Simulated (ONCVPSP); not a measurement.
## Varying the ONCV potential for aluminium

Base potential:

aluminium (Al), optimised norm-conserving Vanderbilt (ONCV), made with ONCVPSP 4.0.1 (PBEsol, non-relativistic). Core [Ne], reference 3s2 3p1. Waves: 3s: rc 1.85 bohr, ncon 4, nbas 8, qcut 2.8 1/bohr, local; 3p: rc 2.55 bohr, ncon 5, nbas 9, qcut 3.1 1/bohr, 2 projectors, debl 3.1 Ha; d scattering state at 0.09 Ha: rc 2.70 bohr, ncon 3, nbas 7, qcut 3.9 1/bohr, 2 projectors, debl 1.9 Ha. Local part: the s channel. Core correction: none.

All-electron outer shells of the reference configuration (PBEsol, non-relativistic, ld1.x):

| shell | level (eV) | outermost node (bohr) | outermost maximum (bohr) |
| --- | --- | --- | --- |
| 2s | -107.40 | 0.17 | 0.50 |
| 2p | -69.58 | – | 0.43 |
| 3s | -7.69 | 0.80 | 2.09 |
| 3p | -2.70 | 0.82 | 2.64 |

Cutoffs, loose and tight: the cutoffs (Ha) at which the residual kinetic energy of the hardest occupied pseudo-wave falls to 1 and 0.1 mHa per electron. They do not see the model core or the augmentation charge, which bear on the density cutoff. Test errors are all-electron minus pseudo excitation energies from the reference, over the configurations 3s2 3p0; 3s1 3p0; 3s2 3p0.5; 3s0 3p3. A dash means not determined; rows that change the core or the reference have their own tests.

| change | outcome | cutoff, loose | cutoff, tight | bound ghosts | GHOST(+) flags above zero | largest test error (meV) |
| --- | --- | --- | --- | --- | --- | --- |
| base | generated | 10 Ha | 42 Ha | none | none | +18 |
| s: qcut 1.8; p: qcut 2; d: qcut 2.5 | generated | 30 Ha | 48 Ha | none | none | +22 |
| s: qcut 2.6; p: qcut 2.8; d: qcut 3.6 | generated | 12 Ha | 45 Ha | none | none | +20 |
| s: qcut 3; p: qcut 3.3; d: qcut 4.1 | generated | 6.0 Ha | 38 Ha | none | none | +17 |
| s: qcut 3.2; p: qcut 3.6; d: qcut 4.5 | generated | 5.6 Ha | 24 Ha | none | none | +17 |
| s: qcut 4; p: qcut 4.5; d: qcut 5.6 | generated | 5.8 Ha | 7.5 Ha | none | none | +17 |

**Question.** What comes out with this change to the base: s: qcut 3.6; p: qcut 4; d: qcut 5?

**Answer.** outcome: generated; cutoff, loose: 5.5 Ha; cutoff, tight: 11 Ha; bound ghosts: none; GHOST(+) flags above zero: none; largest test error (meV): +17.

**Question.** What comes out with this change to the base: s: qcut 2.3; p: qcut 2.5; d: qcut 3.1?

**Answer.** outcome: generated; cutoff, loose: 22 Ha; cutoff, tight: 46 Ha; bound ghosts: none; GHOST(+) flags above zero: none; largest test error (meV): +21.
